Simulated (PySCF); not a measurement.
C$_{3}$H$_{5}$ (SMILES [CH]1CC1), doublet, geometry from GFN2-xTB. Base run: CCSD/STO-3G (PySCF).

The PySCF input:
```python
from pyscf import gto, scf, cc

mol = gto.M(
    atom='''
C    -0.010119    0.884815   -0.037771
C     0.763151   -0.350676    0.056893
C    -0.755227   -0.368292    0.051022
H    -0.016347    1.664921   -0.767964
H     1.314627   -0.706453   -0.807718
H     1.252008   -0.593943    0.991133
H    -1.245517   -0.622918    0.981477
H    -1.291599   -0.736689   -0.817794
''',
    basis='sto-3g',
    charge=0,
    spin=1,
    verbose=4,
)

mf = scf.UHF(mol)
mf.kernel()

mycc = cc.CCSD(mf)
mycc.kernel()
print('E(CCSD) = %.10f' % mycc.e_tot)
```

The base run was repeated with changes; each row names its change, and settings that it needs were set with it.

```json
[
 {"change": "base", "ΔE vs base (kcal/mol)": "0.000", "MP2 correlation (Eh)": "-0.13991", "CC correlation without the perturbative part (Eh)": "-0.18578", "basis functions": "20"},
 {"change": "cc.iterative_damping = 0.8", "ΔE vs base (kcal/mol)": "0.000", "MP2 correlation (Eh)": "-0.13991", "CC correlation without the perturbative part (Eh)": "-0.18578", "basis functions": "20"},
 {"change": "cc.conv_tol = 1e-9", "ΔE vs base (kcal/mol)": "0.000", "MP2 correlation (Eh)": "-0.13991", "CC correlation without the perturbative part (Eh)": "-0.18578", "basis functions": "20"},
 {"change": "method = mp2", "ΔE vs base (kcal/mol)": "28.78", "MP2 correlation (Eh)": "-0.13991", "CC correlation without the perturbative part (Eh)": "-", "basis functions": "20"},
 {"change": "cc.conv_tol = 1e-5", "ΔE vs base (kcal/mol)": "0.000", "MP2 correlation (Eh)": "-0.13991", "CC correlation without the perturbative part (Eh)": "-0.18578", "basis functions": "20"},
 {"change": "density fitting = JK and correlation", "ΔE vs base (kcal/mol)": "-0.217", "MP2 correlation (Eh)": "-0.13988", "CC correlation without the perturbative part (Eh)": "-0.18575", "basis functions": "20"},
 {"change": "method = cisd", "ΔE vs base (kcal/mol)": "8.48", "MP2 correlation (Eh)": "-", "CC correlation without the perturbative part (Eh)": "-", "basis functions": "20"},
 {"change": "cc.direct = True", "ΔE vs base (kcal/mol)": "0.000", "MP2 correlation (Eh)": "-0.13991", "CC correlation without the perturbative part (Eh)": "-0.18578", "basis functions": "20"},
 {"change": "cc.diis_space = 10", "ΔE vs base (kcal/mol)": "0.000", "MP2 correlation (Eh)": "-0.13991", "CC correlation without the perturbative part (Eh)": "-0.18578", "basis functions": "20"},
 {"change": "cc.diis_space = 3", "ΔE vs base (kcal/mol)": "0.000", "MP2 correlation (Eh)": "-0.13991", "CC correlation without the perturbative part (Eh)": "-0.18578", "basis functions": "20"}
]
```

Open shells are given as the SCF converged; they aren't shown to be the lowest states, and a large step between rows can be another state.
